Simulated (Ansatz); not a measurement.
Single points on the cluster TaO3H.

```yaml
crystal:
  periodic: [false, false, false]
  atoms:
    - {symbol: Ta, position_ang: [-0.663012, -0.117965, 1.278073]}
    - {symbol: O, position_ang: [0.867025, 0.328518, -1.432482]}
    - {symbol: O, position_ang: [0.030307, 1.354262, 1.728571]}
    - {symbol: O, position_ang: [0.014629, -0.380683, -0.541814]}
    - {symbol: H, position_ang: [-0.248949, -1.184133, -1.032357]}
basis:
  gaussian: {orbitals: def2-TZVP, initial_orbitals: start.molden}
hamiltonian: {xc: lda}
scf: {omitted_lower_state_checks: [starts]}
output: {orbitals: {seedname: orbitals}}
```

The file start.molden holds the orbitals of an earlier run on this structure, at another level or in another basis.

```sh
$ ansatz run in.yaml --threads 4 --pin off --events-out ev --progress --plain --max-ram 3916MiB
```

It prints (some lines left out):

```
Functional definition: SPW92
834 factors; their error is unknown
mean field evaluation 1: about -7660.9320 eV, gradient 4.0e1 eV
mean field evaluation 2: about -7661.3914 eV, gradient 1.1e0 eV
mean field evaluation 4: about -7661.3960 eV, gradient 2.3e-1 eV
mean field evaluation 8: about -7661.3961 eV, gradient 1.4e-5 eV
mean field -7661.39611816 eV, -281.5511142617 hartree, gradient 1.4e-5 eV, S^2 0.000000; 0 other end points of the search recorded, 0 dependent functions left out
reference -7661.39615997 eV, -281.5511157979 hartree; 19, 19 occupied and 120, 120 virtual orbitals, 834 factors
Total energy: -7661.39615997 eV, -281.5511157979 hartree
Checks for a lower state left out: starts
```

Hardware: 4 threads of Intel Xeon Platinum 8375C on a shared host. Wall time 0.55 s.

First input, but with `gaussian: {orbitals: def2-TZVPP, initial_orbitals: start.molden}`, `correlation: {method: ccsd_t}` and without the key `hamiltonian` (abridged; 29 s):

```
Functional definition: HF
mean field evaluation 16: about -7657.5501 eV, gradient 2.9e0 eV
mean field evaluation 32: about -7657.6931 eV, gradient 1.7e-3 eV
mean field -7659.66342903 eV, -281.4874391103 hartree, gradient 9.8e-6 eV, S^2 0.000000; 1 other end points of the search recorded, 0 dependent functions left out; unrestricted orbitals would lower it
determinant -7659.66342903 eV, -281.4874391103 hartree, with singles and doubles -7689.14724709 eV, -282.5709494395 hartree
determinant -7657.69306343 eV, -281.4150295102 hartree, with singles and doubles -7686.77435437 eV, -282.4837472403 hartree
3 core orbitals not correlated: weight in the atoms' cores, before any rotation towards them, 1.000 or more for the frozen orbitals, at most 0.000 for the correlated occupied ones
second order -30.04218760 eV of doubles, -0.00000000 eV of singles
cycle   1  -29.35161031 eV  change    -2.0e0 eV  update   3.3e-2
cycle   2  -29.41594016 eV  change   -6.4e-2 eV  update   1.1e-2
cycle   3  -29.40967635 eV  change    6.3e-3 eV  update   7.1e-3
cycle   4  -29.41454127 eV  change   -4.9e-3 eV  update   5.8e-3
cycle   5  -29.42280029 eV  change   -8.3e-3 eV  update   3.3e-3
cycle   6  -29.42524409 eV  change   -2.4e-3 eV  update   2.0e-3
cycle   7  -29.42731343 eV  change   -2.1e-3 eV  update   1.0e-3
cycle   8  -29.42689179 eV  change    4.2e-4 eV  update   5.2e-4
cycle   9  -29.42706756 eV  change   -1.8e-4 eV  update   3.3e-4
cycle  10  -29.42685899 eV  change    2.1e-4 eV  update   1.9e-4
cycle  11  -29.42671523 eV  change    1.4e-4 eV  update   1.2e-4
cycle  12  -29.42689191 eV  change   -1.8e-4 eV  update   7.4e-5
cycle  13  -29.42687430 eV  change    1.8e-5 eV  update   4.8e-5
cycle  14  -29.42691104 eV  change   -3.7e-5 eV  update   2.9e-5
perturbative correction -1.63321941 eV, -0.0600197064 hartree
Total energy: -7690.72355948 eV, -282.6288778513 hartree
Checks for a lower state left out: starts
```

The first input with `hamiltonian: {xc: pbe, dispersion: d4}`, `output: {forces: true, orbitals: {seedname: orbitals}}` (abridged; 2 s):

```
Functional definition: PBE
mean field -7702.50582007 eV, -283.0618679417 hartree, gradient 1.5e-5 eV, S^2 0.000000
Total energy: -7702.60418567 eV, -283.0654828109 hartree
Atom 0 force    -0.388100    -0.462427     0.217639 eV/Å
Atom 1 force    -0.096406    -0.108811     0.052671 eV/Å
Atom 2 force     0.221287     0.476094     0.155198 eV/Å
Atom 3 force     0.414758     0.502120    -0.211293 eV/Å
Atom 4 force    -0.151539    -0.406975    -0.214215 eV/Å
Dipole moment:    -0.582022    -0.808332     0.186100 e Å
Checks for a lower state left out: starts
```

First input, but with `hamiltonian: {xc: r2scan, dispersion: d4}` (abridged; 2.1 s):

```
Functional definition: r2SCAN
mean field -7705.11241335 eV, -283.1576584779 hartree, gradient 1.6e-5 eV, S^2 0.000000
Total energy: -7705.13375471 eV, -283.1584427582 hartree
Checks for a lower state left out: starts
```

The first input with `hamiltonian: {xc: pbe0, dispersion: d4}` (abridged; 1.6 s):

```
Functional definition: PBE0
mean field -7700.23647402 eV, -282.9784710123 hartree, gradient 7.4e-5 eV, S^2 0.000000
Total energy: -7700.31925349 eV, -282.9815131017 hartree
Checks for a lower state left out: starts
```

The first input with `hamiltonian: {xc: {name: B97M-V}}` (abridged; 2.8 s):

```
Functional definition: B97M-V
mean field -7705.34202181 eV, -283.1660964331 hartree, gradient 1.7e-5 eV, S^2 0.000000
Total energy: -7705.34208760 eV, -283.1660988510 hartree
Checks for a lower state left out: starts
```

Geometry: r2SCAN-D4/def2-TZVP.

In the def2 sets Ta takes a core potential; there is no spin–orbit coupling. Correlated methods freeze 3 core orbitals; core or outer-core shells of Ta are correlated, in sets that lack core-valence functions. The structure holds one bond between oxygen atoms, so isomers without such links may lie far lower. The restricted singlet is unstable towards broken spin symmetry in Hartree–Fock (as tested in another run); at LDA (SPW92)/def2-TZVP, PBE-D4/def2-TZVP, r2SCAN-D4/def2-TZVP, PBE0-D4/def2-TZVP and others this wasn't settled. At CCSD(T)/def2-TZVPP the restricted singlet (for correlated methods, its reference) is unstable: a solution with broken spin symmetry lies lower. No other spin state of charge 0 was run. Another isomer (singlet) lies 3.05 eV lower at PBE0-D4/def2-TZVP; other spin states weren't run for this one.
